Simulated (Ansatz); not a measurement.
The same ligand exchange along the group B, Al, Ga, In.

Program: Ansatz. Geometries: PBE0-D4/def2-TZVP. ΔE: electronic, gas phase. CBS: MP2 limit from def2 TZ/QZ plus the TZ coupled-cluster correction, frozen cores. This one scheme is used for every species. Functionals use def2-TZVPP. def2 core potentials past Kr. For Ga, In outer-core shells are correlated without core-valence functions, which leaves a few kJ/mol of doubt a bond. Scalar relativity is left out up to krypton. Each species was taken in one conformer, which may not be the lowest.

```json
{"reaction": "`FB(F)Cl` + H₂S → `FB(F)S` + HCl", "LDA (SPW92) (eV)": "0.11", "CCSD/CBS(def2) (eV)": "0.16", "RPA@PBE/def2-TZVPP (eV)": "0.16", "HF/CBS(def2) (eV)": "0.23"}
{"reaction": "`[F][Al]([F])[Cl]` + H₂S → `[F][Al]([F])[SH]` + HCl", "LDA (SPW92) (eV)": "0.35", "CCSD/CBS(def2) (eV)": "0.46", "RPA@PBE/def2-TZVPP (eV)": "0.43", "HF/CBS(def2) (eV)": "0.56"}
{"reaction": "`[F][Ga]([F])[Cl]` + H₂S → `[F][Ga]([F])[SH]` + HCl", "LDA (SPW92) (eV)": "0.06", "CCSD/CBS(def2) (eV)": "0.15", "RPA@PBE/def2-TZVPP (eV)": "0.16", "HF/CBS(def2) (eV)": "0.31"}
{"reaction": "`[F][In]([F])[Cl]` + H₂S → `[F][In]([F])[SH]` + HCl", "LDA (SPW92) (eV)": "0.01", "CCSD/CBS(def2) (eV)": "0.12", "RPA@PBE/def2-TZVPP (eV)": "0.10", "HF/CBS(def2) (eV)": "0.28"}
```

(1) Give the CCSD(T)/CBS values in the same order. (Best estimate.)

Largest T1 diagnostic: 0.016, for `[F][In]([F])[SH]`.

## Answers

(1) The calculation gave: 0.15, 0.44, 0.13, 0.10 eV.
